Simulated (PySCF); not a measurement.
**Potassium: a sound run and one with changed settings**

Sound run: K+ [Ar], K(2+) [Ne] 3s2 3p5. Calculation: PySCF 2.14, in Sapporo-DKH3-DZP-2012 (6s5p1d, 26 functions); the spin-free X2C one-electron Hamiltonian (Gaussian nucleus). In the sound run the correlated levels freeze [Ne] 3s2. The sound run starts from symmetry-adapted Hartree-Fock orbitals and uses a fine grid where one is needed.

Changed run: basis STO-3G, all-electron and non-relativistic. This setting is unsound on purpose.

| species | method | sound run (hartree) | changed run (hartree) | converged |
| --- | --- | --- | --- | --- |
| K+ | UHF | -601.29717 | -593.00933 | yes |
| K+ | M06-2X | -602.06515 | -593.68183 | yes |
| K+ | BP86 | -602.11368 | -593.68987 | yes |
| K+ | MP2 | -601.43726 | -593.01816 | yes |
| K+ | CCSD(T) | -601.44992 | -593.01939 | yes |
| K(2+) | UHF | -600.17714 | -591.89066 | yes |
| K(2+) | M06-2X | -600.89953 | -592.51962 | yes |
| K(2+) | BP86 | -600.94958 | -592.52873 | yes |
| K(2+) | MP2 | -600.27240 | -591.89339 | yes |
| K(2+) | CCSD(T) | -600.28685 | -591.89385 | yes |

Ionisation energy of K+:

```
 method  sound run (eV)  changed run (eV)
    UHF          30.477            30.441
 M06-2X          31.718            31.625
   BP86          31.677            31.596
    MP2          31.697            30.606
SCS-MP2          31.627            30.600
   CCSD          31.641            30.622
CCSD(T)          31.649            30.627
```

A minimal basis cannot let orbitals breathe on ionisation and holds almost no correlation. The Hamiltonian changed with the basis, so the totals do not compare.

For comparison, NIST gives 31.625 eV between the lowest levels.
